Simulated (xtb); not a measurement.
CdFH2N, SMILES [NH2][Cd][F]. All values are semi-empirical tight-binding results from xtb (GFN2-xTB unless named), good for trends rather than for accurate numbers. Geometry optimised at GFN2-xTB. One conformer was computed; it need not be the lowest.

For metal compounds this method's bond lengths and energies can be far off.

* **orbital gap**: 2.71 eV
* **zero-point energy**: 14.9 kcal/mol
* **G − E(el) at 298.15 K (modified RRHO)**: -3.5 kcal/mol
